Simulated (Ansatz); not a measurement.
Two isomers of C2H4AlFO: A = `[OH][Al]1[CH2][CH]1F`, B = `[OH][AlH]/[CH]=C/F`.

Computed with Ansatz on PBE0-D4/def2-TZVP structures; ΔE is electronic, products minus reactants. CCSD(T)/CBS adds triple-zeta CCSD(T) − MP2 to the extrapolated MP2 energy (def2 sets, frozen cores). DFT in def2-TZVPP. B3LYP here is the variant with VWN-RPA as its local correlation; programs differ in this. One conformer a species, not always the lowest.

(1) Which is lower in electronic energy at CCSD(T)/CBS, and by how much? (Best estimate.)

(2) Give E(B) − E(A) in kJ/mol with CCSD/def2-TZVPP, B2PLYP, B3LYP, B3LYP-D4, CCSD(T)/def2-SVP, ωB97M-V, BLYP-D4. (An estimate is asked.)

(3) Does the order hold for the free energy at 298.15 K (harmonic terms from PBE0-D4)? (An estimate is asked.)

Largest T1 diagnostic: 0.013.

Answers

(1) Computed: B, by 132.3 kJ/mol.

(2) The calculation gave: CCSD/def2-TZVPP -138.1, B2PLYP -137.6, B3LYP -139.1, B3LYP-D4 -140.1, CCSD(T)/def2-SVP -143.8, ωB97M-V -130.6, BLYP-D4 -139.6. None reverses the order clearly.

(3) The calculation gave: Yes: G(B) − G(A) = -141.5 kJ/mol, for one conformer each.

From BLYP to BHLYP (50 % exact exchange), in def2-TZVPP and without D4, E(B) − E(A) moves by −6.6 kJ/mol. In def2-TZVPP, CCSD(T) changes the Hartree–Fock value by +35.1 kJ/mol (the triples alone add +2.1 kJ/mol) and MP2 by +41.0 kJ/mol.
